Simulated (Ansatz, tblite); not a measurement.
Forces on B₉P₉H₂₄, a nanocrystal cut from wurtzite BP (hydrogen-capped) at its PBE-D4/def2-SVP geometry. The state is a singlet with charge 0.

The xTB rows come from tblite. Single mean-field runs in def2-TZVP are fitted with def2-universal-jkfit.

GFN1-xTB (tblite), largest force 0.82 eV/Å:

```xyz
42
positions Å, forces eV/Å
B     1.596   -3.407   -0.994    0.257   -0.768    0.003
P     1.836   -2.153   -2.486    0.265    0.037   -0.620
P     0.642   -2.364    0.362   -0.140   -0.083    0.383
B     1.694   -0.834    0.987    0.610   -0.194    0.218
B     1.106   -0.360   -2.217    0.175    0.321   -0.639
P     1.916    0.370   -0.581    0.261   -0.096    0.108
P     0.749    0.207    2.350   -0.154   -0.341    0.182
B     1.813    1.728    2.978    0.299    0.174    0.732
B     1.212    2.176   -0.256    0.183    0.529   -0.478
P     2.042    2.847    1.381    0.285    0.578   -0.201
B    -1.124   -1.791   -0.264   -0.367   -0.526   -0.215
P    -0.803   -0.554   -1.788   -0.161   -0.238   -0.079
P    -2.089   -0.757    1.091    0.134   -0.244    0.309
B    -1.017    0.761    1.710   -0.330    0.359    0.469
B    -1.589    1.225   -1.498   -0.046    0.451   -0.580
P    -0.700    1.909    0.116   -0.145    0.143    0.218
B    -3.859   -0.196    0.463   -0.742   -0.178    0.271
P    -3.478    0.972   -1.069   -0.312    0.373   -0.467
H     2.700   -3.731   -0.577   -0.414   -0.007   -0.202
H     0.900   -4.337   -1.377    0.359    0.253    0.141
H     3.206   -2.011   -2.866   -0.794   -0.165    0.095
H     1.309   -2.658   -3.714    0.433    0.253    0.644
H     0.430   -3.215    1.491    0.105    0.390   -0.535
H     2.791   -1.191    1.389   -0.278    0.090   -0.102
H     1.279    0.378   -3.172   -0.022   -0.228    0.224
H     3.314    0.515   -0.845   -0.609   -0.065    0.118
H     0.536   -0.660    3.467    0.107    0.414   -0.516
H     2.915    1.347    3.347   -0.404    0.219   -0.026
H     1.184    2.366    3.812    0.338   -0.218   -0.225
H     1.385    2.905   -1.218   -0.019   -0.158    0.278
H     3.416    3.114    1.094   -0.787   -0.013    0.215
H     1.585    4.187    1.582    0.396   -0.707   -0.101
H    -1.787   -2.745   -0.642    0.168    0.241    0.096
H    -1.432   -1.097   -2.952    0.274    0.235    0.509
H    -2.284   -1.618    2.215    0.078    0.405   -0.528
H    -1.613    1.401    2.564    0.151   -0.162   -0.216
H    -1.406    1.958   -2.456   -0.096   -0.184    0.244
H    -1.253    3.203    0.373    0.240   -0.565   -0.109
H    -4.492   -1.165    0.066    0.118    0.396    0.204
H    -4.421    0.466    1.325    0.087   -0.303   -0.336
H    -4.141    0.543   -2.261    0.273    0.349    0.685
H    -4.070    2.265   -0.931    0.227   -0.765   -0.174
```

GFN2-xTB (tblite), largest force 0.68 eV/Å:

```
B 0.095 -0.314 0.024
P 0.057 0.026 -0.147
P 0.019 -0.156 0.079
B 0.388 -0.082 0.085
B 0.088 0.184 -0.338
P -0.088 -0.033 0.046
P 0.022 -0.037 0.170
B 0.111 0.049 0.305
B 0.091 0.276 -0.267
P 0.062 0.133 -0.063
B -0.218 -0.288 -0.184
P 0.032 0.009 0.099
P -0.107 -0.081 0.112
B -0.196 0.261 0.240
B -0.010 0.242 -0.312
P 0.027 -0.101 0.017
B -0.290 -0.086 0.128
P -0.058 0.092 -0.117
H -0.627 0.129 -0.242
H 0.428 0.483 0.226
H -0.670 -0.138 -0.012
H 0.428 0.236 0.479
H 0.061 0.319 -0.383
H -0.540 0.175 -0.198
H -0.080 -0.396 0.482
H -0.378 -0.029 0.058
H 0.061 0.287 -0.408
H -0.622 0.235 -0.158
H 0.391 -0.361 -0.430
H -0.078 -0.363 0.508
H -0.662 0.078 0.158
H 0.398 -0.543 -0.125
H 0.326 0.470 0.187
H 0.174 0.159 0.303
H 0.095 0.299 -0.392
H 0.294 -0.315 -0.420
H -0.114 -0.375 0.492
H 0.153 -0.341 -0.084
H 0.313 0.552 0.255
H 0.271 -0.402 -0.482
H 0.199 0.372 0.539
H 0.158 -0.625 -0.231
```

r2SCAN-D4/def2-TZVP (Ansatz), largest force 0.41 eV/Å:

```
B 0.077 -0.251 0.017
P 0.137 -0.013 -0.295
P -0.029 -0.124 0.160
B 0.212 -0.086 0.099
B 0.046 0.137 -0.209
P 0.206 0.038 -0.062
P -0.029 -0.121 0.162
B 0.090 0.041 0.244
B 0.048 0.166 -0.187
P 0.149 0.282 -0.066
B -0.134 -0.203 -0.054
P -0.086 -0.061 -0.191
P -0.031 -0.122 0.161
B -0.121 0.110 0.189
B 0.015 0.155 -0.201
P -0.076 0.204 0.015
B -0.233 -0.068 0.100
P -0.179 0.170 -0.212
H -0.371 0.108 -0.147
H 0.239 0.313 0.124
H -0.377 -0.043 0.114
H 0.141 0.133 0.346
H 0.054 0.215 -0.286
H -0.357 0.119 -0.135
H -0.060 -0.245 0.322
H -0.355 -0.040 0.072
H 0.054 0.219 -0.282
H -0.370 0.134 -0.125
H 0.216 -0.210 -0.283
H -0.060 -0.246 0.320
H -0.379 -0.082 0.086
H 0.121 -0.374 -0.048
H 0.217 0.314 0.119
H 0.159 0.134 0.300
H 0.049 0.218 -0.285
H 0.195 -0.205 -0.282
H -0.058 -0.246 0.321
H 0.139 -0.332 -0.060
H 0.210 0.331 0.131
H 0.186 -0.221 -0.295
H 0.182 0.110 0.334
H 0.163 -0.360 -0.029
```
